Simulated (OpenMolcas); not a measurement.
An OpenMolcas run meant for Co2+ (ANO-RCC-VTZP, DKH2; inactive shells 1s 2s 2p 3s 3p; intended active space 7 electrons in 5 orbitals (3d)). One step of its input:

```
&CASPT2
Multistate=10 1 2 3 4 5 6 7 8 9 10
Frozen=2 3
IPEA=0.25
Imaginary=1.5
MaxIter=60
WThr=0.0 0.3 0.05
PrWF=0.5
NoMix
```

The run finished. Its levels beside those of a sound run (SS-CASPT2, IPEA 0.25 Eh, imaginary shift 0.1 Eh (closed shells correlated: 3s 3p)), in cm⁻¹ above each run's lowest level:

| Level | This run | Usual run |
| --- | --- | --- |
| 3d⁷ ⁴F_9/2 | 0.0 | 0.0 |
| 3d⁷ ⁴F_7/2 | 857 | 857 |
| 3d⁷ ⁴F_5/2 | 1484 | 1484 |
| 3d⁷ ⁴F_3/2 | 1912 | 1912 |
| 3d⁷ ⁴P_5/2 | 15651 | 15542 |
| 3d⁷ ⁴P_3/2 | 15932 | 15825 |
| 3d⁷ ⁴P_1/2 | 16329 | 16221 |
| 3d⁷ ²G_9/2 | 16401 | 16375 |
| 3d⁷ ²G_7/2 | 17213 | 17187 |
| 3d⁷ ²P_3/2 | 21427 | 21386 |
| 3d⁷ ²H_11/2 | 22127 | 22100 |
| 3d⁷ ²P_1/2 | 22418 | 22385 |
| 3d⁷ ²D_5/2 | 22850 | 22779 |
| 3d⁷ ²H_9/2 | 22852 | 22824 |

Q: Which setting is unsound, and how much does it matter here?

A: The level shift is far above the usual 0.1 to 0.3 hartree and damps the second-order energy. Against the sound run the excited levels shown move by 44 cm-1 on average and by 110 cm-1 at most.

CASPT2 does not keep the components of a term degenerate, so their means are used; among the terms shown or strongly mixed into the levels shown the widest spread is 1100 cm-1 (3d⁷ ²H, the sound run). Some high roots are left out of the spin-orbit mixing, which shifts the levels that they would mix with. The CASPT2 spread within a term exceeds the gap to the next term for 3d⁷ ²P and 3d⁷ ²H, 3d⁷ ²H and 3d⁷ ²D, so the order of their levels is uncertain. Levels of configurations outside the active space are missing.
